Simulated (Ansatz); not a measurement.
**What each rung costs, and what it gives**

The pair of C₂H₂ (SMILES C#C, atoms 1–4) and GeH₄ (SMILES [GeH4], atoms 5–9), both closed shells, in one local arrangement (a lower one may exist), relaxed at PBE0-D4/def2-TZVP:

```xyz
9
angstrom
C 0.0867 -0.9004 -1.9714
C 0.0701 0.2791 -2.1754
H 0.1009 -1.9496 -1.7906
H 0.0556 1.3286 -2.3548
Ge -0.0622 0.2468 1.6535
H -1.2333 -0.6499 1.2336
H -0.1622 1.5983 0.9345
H 1.2665 -0.4313 1.2985
H -0.1222 0.4784 3.1719
```

Interaction energies are counterpoise-corrected; the time is that of the whole pair.

Computed with Ansatz 0.2.0 (basis: as named in each row); correlated methods freeze the cores. Filled d shells of the heavier atoms are correlated. The def2 sets are not built for correlating such inner shells, so the correlated values are less sure here. B3LYP uses VWN-RPA correlation. Extrapolation: Hartree–Fock as exp(−7.88 √X), correlation as X^−2.97.

Times are rough, for one single point on 4 threads of a shared host (Arm Neoverse V2).

The estimate by CCSD(T) at an estimated basis limit (MP2 extrapolated from triple and quadruple zeta, plus CCSD(T) − MP2 in triple zeta) is -1.11 kcal/mol.

| method | basis | time (s) | interaction energy (kcal/mol) | method less estimate |
| --- | --- | --- | --- | --- |
| HF | STO-3G | under 1 | 0.67 | 1.77 |
| SPW92 | def2-SVP | under 1 | -1.63 | -0.52 |
| PBE-D4 | STO-3G | under 1 | -0.56 | 0.55 |
| PBE-D4 | def2-SVP | under 1 | -1.31 | -0.20 |
| B3LYP-D4 | 6-31G | under 1 | -0.89 | 0.21 |
| PBE0-D4 | def2-SVP | under 1 | -1.30 | -0.19 |
| revPBE-D4 | def2-TZVPPD | 1 | -1.13 | -0.02 |
| PBE-D4 | def2-TZVPPD | 2 | -1.33 | -0.22 |
| PBE0-D4 | def2-TZVPPD | 2 | -1.27 | -0.17 |
| HSE06-D4 | def2-TZVPPD | 2 | -1.27 | -0.16 |
| B3LYP-D4 | def2-TZVPPD | 2 | -1.14 | -0.03 |
| CCSD(T) | def2-SVP | 2 | -0.27 | 0.84 |
| BLYP-D4 | def2-TZVPPD | 2 | -1.00 | 0.11 |
| wB97M-V | def2-SVP | 2 | -1.19 | -0.08 |
| r2SCAN-D4 | def2-TZVPPD | 2 | -1.09 | 0.02 |
| B2PLYP | def2-TZVPPD | 4 | -0.17 | 0.94 |
| wB97X-V | def2-TZVPPD | 4 | -1.19 | -0.09 |
| B97M-V | def2-TZVPPD | 6 | -1.24 | -0.13 |
| wB97M-V | def2-TZVPPD | 6 | -1.19 | -0.08 |
| MP2 | def2-QZVPPD | 12 | -1.17 | -0.06 |
| CCSD(T) | def2-TZVPPD | 70 | -0.89 | 0.22 |

No T1 diagnostic of these runs exceeds 0.014.
